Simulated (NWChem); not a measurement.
System: silicon dioxide molecule (SiO$_{2}$); SMILES O=[Si]=O

Output (shortened):

```
             Northwest Computational Chemistry Package (NWChem) 7.3.0
             --------------------------------------------------------

 ORDER OF PRIMARY AXIS IS BEING SET TO 4
 D4H symmetry detected

                             Geometry "geometry" -> ""
                             -------------------------

 Output coordinates in angstroms (scale by  1.889725989 to convert to a.u.)

  No.       Tag          Charge          X              Y              Z
 ---- ---------------- ---------- -------------- -------------- --------------
    1 O                    8.0000     0.00000000     0.00000000    -1.51836900
    2 Si                  14.0000     0.00000000     0.00000000     0.00000000
    3 O                    8.0000     0.00000000     0.00000000     1.51836900

 Effective nuclear repulsion energy (a.u.)      89.2203250619

      Symmetry information
      --------------------

 Group name             D4h
 Group number             28
 Group order              16
 No. of unique centers     2

                                 NWChem DFT Module
                                 -----------------

 Summary of "ao basis" -> "ao basis" (spherical)
 ------------------------------------------------------------------------------
       Tag                 Description            Shells   Functions and Types
 ---------------- ------------------------------  ------  ---------------------
 O                          def2-svp                 6       14   3s2p1d
 Si                         def2-svp                 8       18   4s3p1d

      Symmetry analysis of basis
      --------------------------

        a1g        11
        a1u         0
        a2g         0
        a2u         9
        b1g         2
        b1u         1
        b2g         2
        b2u         1
        eg          8
        eu         12

            General Information
            -------------------
          SCF calculation type: DFT
          Wavefunction type:  closed shell.
          No. of atoms     :     3
          No. of electrons :    30
           Alpha electrons :    15
            Beta electrons :    15
          Charge           :     0
          Spin multiplicity:     1
          Use of symmetry is: on ; symmetry adaption is: on
          Maximum number of iterations: 150
          AO basis - number of functions:    46
                     number of shells:    20
          Convergence on energy requested:  1.00D-06
          Convergence on density requested:  1.00D-05
          Convergence on gradient requested:  5.00D-04

              XC Information
              --------------
                         B3LYP Method XC Potential
                     Hartree-Fock (Exact) Exchange  0.200
                        Slater Exchange Functional  0.800 local
                    Becke 1988 Exchange Functional  0.720 non-local
              Lee-Yang-Parr Correlation Functional  0.810
                  VWN I RPA Correlation Functional  0.190 local

             Grid Information
             ----------------
          Grid used for XC integration:  medium
          Radial quadrature: Mura-Knowles
          Angular quadrature: Lebedev.
          Tag              B.-S. Rad. Rad. Pts. Rad. Cut. Ang. Pts.
          ---              ---------- --------- --------- ---------
          O                   0.60       49           8.0       434
          Si                  1.10       88           6.0       590
          Grid pruning is: on
          Number of quadrature shells:   137
          Spatial weights used:  Erf1

      Superposition of Atomic Density Guess
      -------------------------------------

 Sum of atomic energies:        -438.12085208

      Non-variational initial energy
      ------------------------------

 Total energy =    -438.424833
 1-e energy   =    -783.701475
 2-e energy   =     256.056317
 HOMO         =      -0.493380
 LUMO         =      -0.128517

      Symmetry analysis of molecular orbitals - initial
      -------------------------------------------------

 !! scf_movecs_sym_adapt:    6 vectors were symmetry contaminated

  Symmetry fudging

 !! scf_movecs_sym_adapt:    4 vectors were symmetry contaminated

  Numbering of irreducible representations:

     1 a1g         2 a1u         3 a2g         4 a2u         5 b1g
     6 b1u         7 b2g         8 b2u         9 eg         10 eu

  Orbital symmetries:

     1 a1g         2 a2u         3 a1g         4 a1g         5 a2u
     6 eu          7 eu          8 a1g         9 a2u        10 a1g
    11 a2u        12 eu         13 eu         14 eg         15 eg
    16 a1g        17 eu         18 eu         19 a2u        20 a1g
    21 eu         22 eu         23 b1g        24 b2g        25 eg

     ---------------------------------------------
      Total Density - Mulliken Population Analysis
     ---------------------------------------------

    Atom       Charge   Shell Charges
 -----------   ------   -------------------------------------------------------
    1 O    8     8.96   1.99  1.14  0.70  3.08  2.04  0.01
    2 Si  14    12.09   2.00  1.99  0.80  0.10  5.93  0.67  0.32  0.28
    3 O    8     8.96   1.99  1.14  0.70  3.08  2.04  0.01

   convergence    iter        energy       DeltaE   RMS-Dens  Diis-err
 ---------------- ----- ----------------- --------- --------- ---------
 d= 0,ls=0.0,diis     1   -439.5518752169 -5.29D+02  5.26D-02  1.38D+00
 d= 0,ls=0.0,diis     2   -438.7912028120  7.61D-01  3.51D-02  8.49D+00
 d= 0,ls=0.0,diis     3   -439.7351688846 -9.44D-01  2.07D-03  5.93D-03
 d= 0,ls=0.0,diis     4   -439.7356918388 -5.23D-04  4.72D-04  1.01D-03
 d= 0,ls=0.0,diis     5   -439.7357815428 -8.97D-05  1.15D-04  2.59D-05
  Resetting Diis
 d= 0,ls=0.0,diis     6   -439.7357848113 -3.27D-06  7.62D-06  8.96D-08
 d= 0,ls=0.0,diis     7   -439.7357848247 -1.34D-08  3.05D-06  8.24D-09

         Total DFT energy =     -439.735784824731
      One electron energy =     -785.376214110905
           Coulomb energy =      294.535719346937
    Exchange-Corr. energy =      -38.115615122670
 Nuclear repulsion energy =       89.220325061907

 Numeric. integr. density =       29.999996487313

                  Occupations of the irreducible representations
                  ----------------------------------------------

                     irrep           alpha         beta
                     --------     --------     --------
                     a1g               5.0          5.0
                     a1u               0.0          0.0
                     a2g               0.0          0.0
                     a2u               4.0          4.0
                     b1g               0.0          0.0
                     b1u               0.0          0.0
                     b2g               0.0          0.0
                     b2u               0.0          0.0
                     eg                2.0          2.0
                     eu                4.0          4.0

                       DFT Final Molecular Orbital Analysis
                       ------------------------------------

 Vector   13  Occ=2.000000D+00  E=-3.819362D-01  Symmetry=eu
              MO Center= -1.2D-16, -6.7D-17, -1.7D-14, r^2= 2.5D+00
   Bfn.  Coefficient  Atom+Function         Bfn.  Coefficient  Atom+Function
  ----- ------------  ---------------      ----- ------------  ---------------
     4      0.372114  1 O  px                36      0.372114  3 O  px
    22      0.258990  2 Si px                 7      0.248586  1 O  px
    39      0.248586  3 O  px                25      0.227401  2 Si px
    19     -0.141317  2 Si px                 5     -0.044918  1 O  py
    37     -0.044918  3 O  py                23     -0.031263  2 Si py

 Vector   14  Occ=2.000000D+00  E=-3.390358D-01  Symmetry=eg
              MO Center=  2.2D-17, -1.7D-16, -7.6D-15, r^2= 2.7D+00
   Bfn.  Coefficient  Atom+Function         Bfn.  Coefficient  Atom+Function
  ----- ------------  ---------------      ----- ------------  ---------------
     5      0.407382  1 O  py                37     -0.407382  3 O  py
     8      0.289741  1 O  py                40     -0.289741  3 O  py
     4     -0.161980  1 O  px                36      0.161980  3 O  px
    29     -0.141410  2 Si d -1               7     -0.115204  1 O  px
    39      0.115204  3 O  px                31     -0.056226  2 Si d  1

 Vector   15  Occ=2.000000D+00  E=-3.390358D-01  Symmetry=eg
              MO Center= -7.9D-16, -2.6D-16,  2.3D-14, r^2= 2.7D+00
   Bfn.  Coefficient  Atom+Function         Bfn.  Coefficient  Atom+Function
  ----- ------------  ---------------      ----- ------------  ---------------
     4      0.407382  1 O  px                36     -0.407382  3 O  px
     7      0.289741  1 O  px                39     -0.289741  3 O  px
     5      0.161980  1 O  py                37     -0.161980  3 O  py
    31      0.141410  2 Si d  1               8      0.115204  1 O  py
    40     -0.115204  3 O  py                29     -0.056226  2 Si d -1

 Vector   16  Occ=0.000000D+00  E=-1.244374D-01  Symmetry=a1g
              MO Center= -1.9D-16, -2.3D-16,  1.3D-15, r^2= 2.7D+00
   Bfn.  Coefficient  Atom+Function         Bfn.  Coefficient  Atom+Function
  ----- ------------  ---------------      ----- ------------  ---------------
    18      0.882744  2 Si s                  6     -0.287281  1 O  pz
    38      0.287281  3 O  pz                30     -0.250200  2 Si d  0
    16      0.207807  2 Si s                 17      0.197367  2 Si s
     3     -0.184719  1 O  s                 35     -0.184719  3 O  s
     9     -0.178806  1 O  pz                41      0.178806  3 O  pz

 Vector   17  Occ=0.000000D+00  E=-2.620619D-02  Symmetry=eu
              MO Center=  1.4D-15,  4.7D-16, -1.8D-15, r^2= 2.7D+00
   Bfn.  Coefficient  Atom+Function         Bfn.  Coefficient  Atom+Function
  ----- ------------  ---------------      ----- ------------  ---------------
    25      0.751710  2 Si px                22      0.385647  2 Si px
     7     -0.313888  1 O  px                39     -0.313888  3 O  px
     4     -0.304140  1 O  px                36     -0.304140  3 O  px
    19     -0.187881  2 Si px

 Vector   18  Occ=0.000000D+00  E=-2.620619D-02  Symmetry=eu
              MO Center= -2.1D-18,  2.0D-16,  9.9D-16, r^2= 2.7D+00
   Bfn.  Coefficient  Atom+Function         Bfn.  Coefficient  Atom+Function
  ----- ------------  ---------------      ----- ------------  ---------------
    26      0.751710  2 Si py                23      0.385647  2 Si py
     8     -0.313888  1 O  py                40     -0.313888  3 O  py
     5     -0.304140  1 O  py                37     -0.304140  3 O  py
    20     -0.187881  2 Si py

     ---------------------------------------------
      Total Density - Mulliken Population Analysis
     ---------------------------------------------

    Atom       Charge   Shell Charges
 -----------   ------   -------------------------------------------------------
    1 O    8     8.37   1.99  1.12  0.69  2.76  1.79  0.01
    2 Si  14    13.26   2.00  1.98  1.05  0.05  5.93  1.16  0.63  0.46
    3 O    8     8.37   1.99  1.12  0.69  2.76  1.79  0.01

     -------------------------------------------
      Total Density - Lowdin Population Analysis
     -------------------------------------------

    Atom       Charge   Shell Charges
 -----------   ------   -------------------------------------------------------
    1 O    8     8.33   1.98  0.97  0.68  2.63  2.05  0.01
    2 Si  14    13.34   2.00  1.93  0.63  0.24  5.81  1.19  0.89  0.65
    3 O    8     8.33   1.98  0.97  0.68  2.63  2.05  0.01

     Multipole analysis of the density
     ---------------------------------

     L   x y z        total         alpha         beta         nuclear
     -   - - -        -----         -----         ----         -------
     0   0 0 0     -0.000000    -15.000000    -15.000000     30.000000

     1   1 0 0     -0.000000     -0.000000     -0.000000      0.000000
     1   0 1 0     -0.000000     -0.000000     -0.000000      0.000000
     1   0 0 1      0.000000      0.000000      0.000000      0.000000

     2   2 0 0    -14.637318     -7.318659     -7.318659      0.000000
     2   1 1 0     -0.000000     -0.000000     -0.000000      0.000000
     2   1 0 1     -0.000000     -0.000000     -0.000000      0.000000
     2   0 2 0    -14.637318     -7.318659     -7.318659      0.000000
     2   0 1 1      0.000000      0.000000      0.000000      0.000000
     2   0 0 2    -23.509799    -77.618022    -77.618022    131.726245
```

Level: B3LYP/def2-SVP. Coordinates come from a PBE0/def2-SVP optimisation.

Question: Write an input that gives this output.

Answer: One answer among several that fit: the input that was run:
```
start job
memory heap 200 mb stack 900 mb global 1100 mb
geometry units angstroms noautoz
  O      0.000000     0.000000    -1.518369
  Si     0.000000     0.000000     0.000000
  O      0.000000     0.000000     1.518369
end
basis spherical
  * library def2-svp
end
dft
  xc b3lyp
  iterations 150
  mulliken
end
task dft energy
```
